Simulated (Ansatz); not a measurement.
CH₇F₂NSi₂, SMILES `CN([SiH2]F)[SiH2]F`, relaxed with RKS PBE0-D4/def2-TZVP in Ansatz 0.2.0 from a GFN2-xTB geometry. The force threshold is 0.005 eV/Å; the program also tests the step.

Total charge 0; spin multiplicity 1.

Start:

```xyz
13

C     0.130    0.662    1.351
N     0.045   -0.081    0.103
Si   -1.397   -0.984   -0.182
F    -1.063   -1.995   -1.384
Si    1.264    0.276   -1.076
F     1.204    1.862   -1.380
H    -0.513    0.212    2.104
H     1.155    0.660    1.721
H    -0.179    1.701    1.210
H    -2.528   -0.198   -0.659
H    -1.667   -1.811    0.983
H     0.975   -0.384   -2.325
H     2.573    0.081   -0.468
```

Problem. By how much does the energy fall, and how many steps does the optimiser take? (An estimate is asked.)

Solution. Ansatz gave: 4.76 kcal/mol, in 47 steps, 10 of them rejected.

Problem. Which bonds change most? (An estimate is asked.)

Solution. Ansatz gave: Si5–H12 from 1.443 to 1.478 Å; Si3–H11 from 1.455 to 1.481 Å; Si5–H13 from 1.456 to 1.481 Å; Si3–H10 from 1.457 to 1.478 Å.

Problem. Give the relaxed structure. (Estimate.)

Solution. Computed: 
```xyz
13

C     0.317    0.352    1.448
N    -0.006    0.027    0.052
Si   -1.330   -1.010   -0.261
F    -0.972   -2.541    0.042
Si    1.018    0.666   -1.165
F     0.792    2.242   -1.322
H    -0.537    0.140    2.097
H     1.168   -0.231    1.810
H     0.551    1.414    1.560
H    -1.685   -0.912   -1.692
H    -2.442   -0.676    0.658
H     0.688    0.019   -2.452
H     2.439    0.511   -0.776
```
